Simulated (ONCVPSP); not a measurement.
Wu-Cohen ONCV dataset for Bi, scalar-relativistic all-electron reference.

```
Element                 : bismuth (Bi)
Generator               : ONCVPSP 4.0.1
Type                    : optimised norm-conserving Vanderbilt (ONCV)
Functional              : Wu-Cohen
Relativity              : scalar-relativistic
Frozen core             : [Kr] 4d10 4f14
Valence charge          : 23
Reference configuration : 5s2 5p6 5d10 6s1.5 6p3.5
Partial waves           : 5s+6s: rc 1.50 bohr, ncon 3, nbas 6, qcut 7.7 1/bohr, 3 projectors, debl 1.6 Ha; 5p+6p: rc 1.70 bohr, ncon 4, nbas 7, qcut 8.4 1/bohr, 2 projectors; 5d: rc 1.35 bohr, ncon 4, nbas 8, qcut 6 1/bohr, 1 projector
Local potential         : polynomial inside 1.20 bohr (lpopt 5, dvloc0 6 Ha)
Core correction         : none
```

- Cutoffs needed: 90 Ha and 126 Ha (the cutoffs (Ha) at which the residual kinetic energy of the hardest occupied pseudo-wave falls to 1 and 0.1 mHa per electron)
- Ghost test: no bound ghost flagged; GHOST(+) flagged for s at 384.7 eV
- Largest excitation error: -9.9 meV (all-electron minus pseudo) for 5s2 5p6 5d10 6s2 6p1, out of 4 test configurations
